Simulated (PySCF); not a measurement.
Correlation energy of Pb²⁺ (lead, charge +2)

[Xe] 4f14 5d10 6s1 6p1, high-spin 3P determinant (an excited configuration). Computed with PySCF 2.14 in x2c-QZVPPall, with the spin-free X2C one-electron Hamiltonian (Gaussian nucleus). Frozen: [Kr] 4d10 4f14; 20 electrons correlated.

MP2 pair energies summed by pair of shells (mhartree):

```json
{"pair": "5d-5d", "energy": "-274.94", "share (%)": "50.7"}
{"pair": "5p-5d", "energy": "-105.93", "share (%)": "19.5"}
{"pair": "5d-6s", "energy": "-45.45", "share (%)": "8.4"}
{"pair": "5p-5p", "energy": "-34.47", "share (%)": "6.4"}
{"pair": "5d-6p", "energy": "-26.20", "share (%)": "4.8"}
{"pair": "5s-5d", "energy": "-23.16", "share (%)": "4.3"}
{"pair": "5s-5p", "energy": "-16.62", "share (%)": "3.1"}
{"pair": "5p-6s", "energy": "-6.06", "share (%)": "1.1"}
{"pair": "5s-5s", "energy": "-3.16", "share (%)": "0.6"}
{"pair": "5p-6p", "energy": "-3.07", "share (%)": "0.6"}
{"pair": "6s-6p", "energy": "-2.17", "share (%)": "0.4"}
{"pair": "5s-6s", "energy": "-0.69", "share (%)": "0.1"}
{"pair": "5s-6p", "energy": "-0.36", "share (%)": "0.1"}
```

Total MP2 correlation energy: -542.28 mhartree.

Same-spin part -191.42 and opposite-spin part -350.85 mhartree; SCS-MP2 scales them by 1/3 and 6/5 to -484.83 mhartree.

This basis was not built for core-valence correlation, so the inner-shell part is incomplete.
